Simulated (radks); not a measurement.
Task: These are the eigenvalues of the occupied orbitals of an atom or ion with whole-number occupations (eV). Method: Dirac Kohn-Sham, LDA (Slater exchange, Perdew-Wang correlation), spin-unpolarised, spherical densities, finite nucleus; Fermi nuclear charge, rms radius of each element as measured or else 0.836 A^(1/3) + 0.57 fm; computed with a radial shooting solver on a logarithmic mesh with Libxc functionals.

orbital  eigenvalue
1s1/2     -1267.661
2s1/2      -93.1644
2p1/2      -60.7499
2p3/2      -60.4586
3d3/2       -4.3501

Which element is it, and in what charge state? The configuration may be excited. Open shells, if any, fill j = l - 1/2 first.

Result: Z = 12, magnesium, charge +1: Mg+ in [Ne] 3d1. The list shows which subshells hold electrons but not how many an open one holds; the 1s level, -46.586 hartree, gives Z - s = 9.7 by -(Z - s)^2/2, which with screening and relativity narrows Z to a few neighbours, and the depths of the outer levels then fix element, charge and occupations together.
